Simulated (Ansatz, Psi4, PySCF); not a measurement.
thiophene (C4H4S), singlet, geometry from GFN2-xTB. Base run: CAMB3LYP/STO-3G (PySCF).

Input for PySCF:
```python
from pyscf import gto, scf, dft

mol = gto.M(
    atom='''
S     0.008638   -0.007341    1.192886
C     0.002988    1.225833   -0.005095
C    -0.003171   -1.225678   -0.020136
C    -0.007387    0.715073   -1.261196
C    -0.010941   -0.699498   -1.269875
H     0.007731    2.253480    0.299008
H    -0.003601   -2.256990    0.271334
H    -0.012358    1.318248   -2.151350
H    -0.018915   -1.291672   -2.167363
''',
    basis='sto-3g',
    charge=0,
    spin=0,
    verbose=4,
)

mf = dft.RKS(mol)
mf.xc = 'camb3lyp'
mf.kernel()
```

The same geometry, method and basis name were run in Ansatz (a program for electronic structure) and Psi4 and PySCF, at each program's defaults and at the settings that a row names. The base is PySCF at its defaults. Differences at the defaults can come from grids, fitting, cores and function types together.

| code and settings | ΔE vs base (µEh) | basis functions | E (Eh) | SCF cycles | dipole (D) |
|---|---|---|---|---|---|
| PySCF, defaults (exact integrals, its default grid, spherical functions) | 0.0 | 33 | -546.59861 | 9 | 0.50 |
| Psi4, defaults (density fitting with its default set, its default grid, spherical functions) | -1725 | 33 | -546.60034 | 8 | 0.50 |
| Ansatz, defaults (factorised integrals, its default grid, spherical functions) | -0.1 | 33 | -546.59861 | - | - |
| PySCF, density fitting with def2-universal-jkfit | -1729 | 33 | -546.60034 | 9 | 0.50 |
| PySCF, fine grid | -0.8 | 33 | -546.59861 | 9 | 0.50 |
| Psi4, exact integrals, spherical functions, fine grid | -0.8 | 33 | -546.59861 | 10 | 0.50 |
| Ansatz, high accuracy | -0.4 | 33 | -546.59861 | - | - |
